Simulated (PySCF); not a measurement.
F₄Sn, singlet, at a GFN2-xTB geometry (such geometries of metal compounds can be far from the true shape) (all electrons, no relativity), with bond 1-2 at 1.25 times its length; PBE/3-21G run with PySCF.

Input for PySCF:
```python
from pyscf import gto, scf, dft

mol = gto.M(
    atom='''
F    -1.194794   -1.863005   -0.914658
Sn   -0.000000   -0.000000   -0.000000
F    -1.144235    1.536112    0.037885
F     0.567460   -0.417701    1.781534
F     1.532610    0.371994   -1.087693
''',
    basis='3-21g',
    charge=0,
    spin=0,
    verbose=4,
)

mf = dft.RKS(mol)
mf.xc = 'pbe'
mf.kernel()
mo_i, mo_e, stable_i, stable_e = mf.stability(internal=True, external=True, return_status=True, nroots=6, tol=1e-6)
print('internally stable:', stable_i, ' externally stable:', stable_e)
if not stable_e:
    umf = mf.to_uhf() if not hasattr(mf, 'xc') else mf.to_uks()
    umf.scf_summary = {}
    umf.kernel(umf.make_rdm1(mo_e, umf.mo_occ))
mf.analyze()
```

### Question
What does PySCF print? Leave out banner, timings and long lists.

### Answer

```
PySCF version 2.14.0

[INPUT] verbose = 4
[INPUT] num. atoms = 5
[INPUT] num. electrons = 86
[INPUT] charge = 0
[INPUT] spin (= nelec alpha-beta = 2S) = 0
[INPUT] symmetry False subgroup None
[INPUT] Mole.unit = angstrom
[INPUT] Symbol           X                Y                Z      unit          X                Y                Z       unit  Magmom
[INPUT]  1 F     -1.194794000000  -1.863005000000  -0.914658000000 AA   -2.257833435274  -3.520569218695  -1.728453117642 Bohr   0.0
[INPUT]  2 Sn     0.000000000000   0.000000000000   0.000000000000 AA    0.000000000000   0.000000000000   0.000000000000 Bohr   0.0
[INPUT]  3 F     -1.144235000000   1.536112000000   0.037885000000 AA   -2.162290772142   2.902830976658   0.071592274229 Bohr   0.0
[INPUT]  4 F      0.567460000000  -0.417701000000   1.781534000000 AA    1.072343986646  -0.789340491957   3.366611341601 Bohr   0.0
[INPUT]  5 F      1.532610000000   0.371994000000  -1.087693000000 AA    2.896213155770   0.702966779981  -2.055441877607 Bohr   0.0

nuclear repulsion = 549.853888808011
number of shells = 33
number of NR pGTOs = 141
number of NR cGTOs = 67
basis = 3-21g
ecp = {}

******** <class 'pyscf.dft.rks.RKS'> ********
method = RKS
initial guess = minao
damping factor = 0
level_shift factor = 0
DIIS = <class 'pyscf.scf.diis.CDIIS'>
diis_start_cycle = 1
diis_space = 8
diis_damp = 0
SCF conv_tol = 1e-09
SCF conv_tol_grad = None
SCF max_cycles = 50
direct_scf = True
direct_scf_tol = 1e-13
XC library pyscf.dft.libxc version 7.1.2
    S. Lehtola, C. Steigemann, M. J. T. Oliveira, and M. A. L. Marques,  SoftwareX 7, 1–5 (2018)
XC functionals = pbe
    J. P. Perdew, K. Burke, and M. Ernzerhof,  Phys. Rev. Lett. 77, 3865 (1996)
    J. P. Perdew, K. Burke, and M. Ernzerhof,  Phys. Rev. Lett. 78, 1396 (1997)
    J. P. Perdew, K. Burke, and M. Ernzerhof,  Phys. Rev. Lett. 77, 3865 (1996)
    J. P. Perdew, K. Burke, and M. Ernzerhof,  Phys. Rev. Lett. 78, 1396 (1997)
radial grids:
    Treutler-Ahlrichs [JCP 102, 346 (1995); DOI:10.1063/1.469408] (M4) radial grids

becke partition: Becke, JCP 88, 2547 (1988); DOI:10.1063/1.454033
pruning grids: <function nwchem_prune>
grids dens level: 3
symmetrized grids: False
atomic radii adjust function: <function treutler_atomic_radii_adjust>
small_rho_cutoff = 0
Set gradient conv threshold to 3.16228e-05
Initial guess from minao.
tot grids = 79008
init E= -6382.23167731447
cycle= 1 E= -6394.82840981808  delta_E= -12.6  |g|= 1.23  |ddm|= 2.26

cycle= 2 E= -6388.75171143049  delta_E= 6.08  |g|= 4.67  |ddm|= 4.95
cycle= 3 E= -6394.09563709022  delta_E= -5.34  |g|= 2.18  |ddm|= 4.26
cycle= 4 E= -6394.93524507343  delta_E= -0.84  |g|= 0.949  |ddm|= 2.23
cycle= 5 E= -6395.12936872595  delta_E= -0.194  |g|= 0.0293  |ddm|= 0.791
cycle= 6 E= -6395.12943730013  delta_E= -6.86e-05  |g|= 0.0354  |ddm|= 0.101
cycle= 7 E= -6395.12978661867  delta_E= -0.000349  |g|= 0.00687  |ddm|= 0.0418
cycle= 8 E= -6395.12979207672  delta_E= -5.46e-06  |g|= 0.00434  |ddm|= 0.00668
cycle= 9 E= -6395.12979558505  delta_E= -3.51e-06  |g|= 0.000854  |ddm|= 0.00303
cycle= 10 E= -6395.1297957795  delta_E= -1.94e-07  |g|= 0.000145  |ddm|= 0.00109
cycle= 11 E= -6395.12979578508  delta_E= -5.58e-09  |g|= 9.79e-06  |ddm|= 0.000161
cycle= 12 E= -6395.12979578509  delta_E= -9.09e-12  |g|= 2.22e-06  |ddm|= 9.96e-06
Extra cycle  E= -6395.12979578509  delta_E= -5.46e-12  |g|= 6.65e-06  |ddm|= 7.02e-06
converged SCF energy = -6395.12979578509
rhf_internal: lowest eigs of H = [0.38297279 0.38303881 0.61869753 0.62217924 0.62219809 0.68177293]
<class 'pyscf.dft.rks.RKS'> wavefunction is stable in the internal stability analysis

WARN: QR decomposition removed 1 vectors.

rhf_real2complex: lowest eigs of H = [0.07519372 0.07520788 0.13001683 0.14510344 0.1451877  0.14519257]
<class 'pyscf.dft.rks.RKS'> wavefunction is stable in the real -> complex stability analysis
rhf_external: lowest eigs of H = [0.05023043 0.05024681 0.07688101 0.13194427 0.13195029 0.13218243]
<class 'pyscf.dft.rks.RKS'> wavefunction is stable in the RHF/RKS -> UHF/UKS stability analysis
internally stable: True  externally stable: True
**** SCF Summaries ****
Total Energy =                       -6395.129795785094757
Nuclear Repulsion Energy =             549.853888808010993
One-electron Energy =                -9925.201910525607673
Two-electron Energy =                 2980.218225932501355
Two-electron Coulomb Energy =         3182.376143209116890
DFT Exchange-Correlation Energy =     -202.157917276615336
**** MO energy ****
MO #1   energy= -1021.68362404289  occ= 2
MO #2   energy= -151.042168175484  occ= 2
MO #3   energy= -140.811068373139  occ= 2
MO #4   energy= -140.810807949009  occ= 2
MO #5   energy= -140.810807935205  occ= 2
MO #6   energy= -29.1977108580861  occ= 2
MO #7   energy= -24.8985810019067  occ= 2
MO #8   energy= -24.8968174949226  occ= 2
MO #9   energy= -24.8968172896851  occ= 2
MO #10  energy= -24.1300318111578  occ= 2
MO #11  energy= -24.1297974356229  occ= 2
MO #12  energy= -24.1297969667644  occ= 2
MO #13  energy= -24.0694270616428  occ= 2
MO #14  energy= -17.6319323729764  occ= 2
MO #15  energy= -17.6319322684482  occ= 2
MO #16  energy= -17.6317953200441  occ= 2
MO #17  energy= -17.6303828864992  occ= 2
MO #18  energy= -17.6303827858041  occ= 2
MO #19  energy= -4.67715068819016  occ= 2
MO #20  energy= -3.25776722669376  occ= 2
MO #21  energy= -3.2565306213819   occ= 2
MO #22  energy= -3.25653028081408  occ= 2
MO #23  energy= -1.14670448986204  occ= 2
MO #24  energy= -1.14670407864536  occ= 2
MO #25  energy= -1.12791690229189  occ= 2
MO #26  energy= -1.11674205745417  occ= 2
MO #27  energy= -1.11674177830612  occ= 2
MO #28  energy= -1.04740387924499  occ= 2
MO #29  energy= -1.01559353193703  occ= 2
MO #30  energy= -1.01559267465216  occ= 2
MO #31  energy= -0.953868713814034 occ= 2
MO #32  energy= -0.475585249040027 occ= 2
MO #33  energy= -0.386366295539766 occ= 2
MO #34  energy= -0.386364883439403 occ= 2
MO #35  energy= -0.360900336748124 occ= 2
MO #36  energy= -0.329008949838935 occ= 2
MO #37  energy= -0.329003053802517 occ= 2
MO #38  energy= -0.319465946316624 occ= 2
MO #39  energy= -0.319460451025362 occ= 2
MO #40  energy= -0.319375918780744 occ= 2
MO #41  energy= -0.304290742457249 occ= 2
MO #42  energy= -0.249482373933876 occ= 2
MO #43  energy= -0.249468219038954 occ= 2
MO #44  energy= -0.174273438950975 occ= 0
MO #45  energy= -0.0293997652306208 occ= 0
MO #46  energy= -0.00802831831940839 occ= 0
MO #47  energy= -0.00802570049807316 occ= 0
MO #48  energy= 0.166703217042981  occ= 0
MO #49  energy= 0.210229289019583  occ= 0
MO #50  energy= 0.235763076661852  occ= 0
MO #51  energy= 0.235764276471731  occ= 0
 ** Mulliken pop on meta-lowdin orthogonal AOs  **
 ** Mulliken pop  **
 ** Mulliken atomic charges  **
charge of    0F =     -0.30230
charge of    1Sn =      1.32734
charge of    2F =     -0.34168
charge of    3F =     -0.34168
charge of    4F =     -0.34168
Dipole moment(X, Y, Z, Debye):  0.51077,  0.79648,  0.39106
```
